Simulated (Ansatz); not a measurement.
A search over several starts for the lowest SCF solution of CuBr₂⁻ at the given spin, in a small basis.

```yaml
crystal:
  periodic: [false, false, false]
  atoms:
    - {symbol: Cu, position_ang: [0.636268, -0.645050, 0.554426]}
    - {symbol: Br, position_ang: [-1.492705, -1.012346, -0.482322]}
    - {symbol: Br, position_ang: [0.856436, 1.657396, -0.072114]}
basis:
  gaussian: {orbitals: def2-SVP, initial_orbitals: start.molden}
total_charge: -1
magnetization: {spin_polarized: true, initial_magnetization: 2}
hamiltonian: {xc: pbe0, dispersion: d4}
output: {orbitals: {seedname: orbitals}}
```

The file start.molden holds the orbitals of an earlier run on this structure, at another level or in another basis.

```sh
$ ansatz run in.yaml --threads 4 --pin off --events-out ev --progress --plain --max-ram 3916MiB
```

Output, abridged:

```
Functional definition: PBE0
956 factors; integrals over basis functions are off by at most 6.4e-4 eV
mean field evaluation 1: about -184689.0701 eV, gradient 1.3e1 eV
mean field evaluation 2: about -184689.6864 eV, gradient 8.6e-1 eV
mean field evaluation 4: about -184689.7636 eV, gradient 2.1e-1 eV
mean field evaluation 8: about -184689.7641 eV, gradient 2.8e-5 eV
mean field evaluation 16: about -184689.7045 eV, gradient 5.0e-2 eV
mean field evaluation 32: about -184689.6315 eV, gradient 2.1e0 eV
mean field -184689.76405297 eV, -6787.2236417283 hartree, gradient 2.0e-5 eV, S^2 2.003803; 4 other end points of the search recorded, 0 dependent functions left out
reference -184689.76409262 eV, -6787.2236431854 hartree; 51, 49 occupied and 44, 46 virtual orbitals, 956 factors
Total energy: -184689.85181693 eV, -6787.2268669942 hartree
```

Run time 6 s (4 threads of Arm Neoverse V1 on a shared host).

The highest occupied level of the charge -1 triplet lies above zero (up to 0.32 eV). It is a level of α spin, whose loss leaves a doublet; that state wasn't run at this geometry and level. The electron is either unbound and held by the finite basis, or the level is raised by self-interaction error. At PBE0-D4/def2-TZVPD a singlet of charge -1 lies 3.21 eV below the triplet, each at its own geometry. The structure comes from a short search, and lower isomers may exist.
